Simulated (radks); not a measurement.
Isoelectronic series with 10 electrons, each ion in its NIST ground configuration. Calculated with a radial shooting solver on a logarithmic mesh with Libxc functionals: Dirac Kohn-Sham, PBE, spin-unpolarised, spherical densities, point nucleus. Total energies (hartree) and orbital eigenvalues (hartree):

ion    configuration  E (hartree)      2p3/2      2p1/2      2s1/2      1s1/2
Ne              [Ne]   -129.01350   -0.48870   -0.49250   -1.33781  -30.53032
Al3+            [Ne]   -240.72144   -3.82118   -3.83761   -5.24173  -56.83896
S6+             [Ne]   -388.89484   -9.47068   -9.51830  -11.49642  -92.33683
K9+             [Ne]   -573.66524  -17.39150  -17.50170  -20.06169  -137.0206
Ti12+           [Ne]   -795.26284  -27.57434  -27.79486  -30.94391  -190.9442
Mn15+           [Ne]  -1053.98166  -40.01755  -40.41620  -44.16216  -254.1858
Ni18+           [Ne]  -1350.17409  -54.72258  -55.39116  -59.74294  -326.8426
Ga21+           [Ne]  -1684.25106  -71.69267  -72.75108  -77.71889  -409.0290
Se24+           [Ne]  -2056.68442  -90.93234  -92.53301  -98.12848  -500.8778
Rb27+           [Ne]  -2468.01025  -112.4472  -114.7798  -121.0161  -602.5403
Zr30+           [Ne]  -2918.83328  -136.2437  -139.5406  -146.4325  -714.1876
Tc33+           [Ne]  -3409.83205  -162.3293  -166.8708  -174.4350  -836.0122
Pd36+           [Ne]  -3941.76504  -190.7125  -196.8331  -205.0882  -968.2296
In39+           [Ne]  -4515.47794  -221.4024  -229.4978  -238.4644  -1111.080
Te42+           [Ne]  -5131.91204  -254.4091  -264.9437  -274.6449  -1264.833
Cs45+           [Ne]   -5792.1142  -289.7435  -303.2589  -313.7202  -1429.786
